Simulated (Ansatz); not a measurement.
Mulliken charges of `[SiH3][GeH]1[CH2][S]1` from r2SCAN/def2-TZVPP in Ansatz (PBE0-D4/def2-TZVP geometry).

| atom | x (Å) | y (Å) | z (Å) | charge (e) |
| --- | --- | --- | --- | --- |
| Si1 | -1.462 | 1.079 | 0.343 | 0.174 |
| Ge2 | 0.195 | -0.143 | -0.813 | 0.171 |
| C3 | 1.625 | -0.967 | 0.206 | -0.128 |
| S4 | 0.364 | -2.246 | -0.166 | -0.272 |
| H5 | -1.257 | 2.540 | 0.157 | -0.054 |
| H6 | -1.336 | 0.728 | 1.779 | -0.045 |
| H7 | -2.809 | 0.709 | -0.161 | -0.046 |
| H8 | 0.470 | 0.081 | -2.304 | 0.009 |
| H9 | 1.716 | -0.716 | 1.258 | 0.092 |
| H10 | 2.576 | -1.116 | -0.296 | 0.099 |

Q: By hand: the dipole of these point charges (1 e Å = 4.8032 D).

A: Σ q r = (0.146, 0.520, -0.076) e Å, of length 0.545 e Å = 2.62 D.

Q: How does the dipole of the full density compare? (Estimate.)

A: The calculation gave: (0.046, 0.459, 0.003) e Å, 2.22 D; the point charges give 1.18 times that, at 13° from its direction.

Point charges leave out the atoms' own dipoles, such as those of lone pairs, and Mulliken's split depends on the basis, so the two needn't agree.
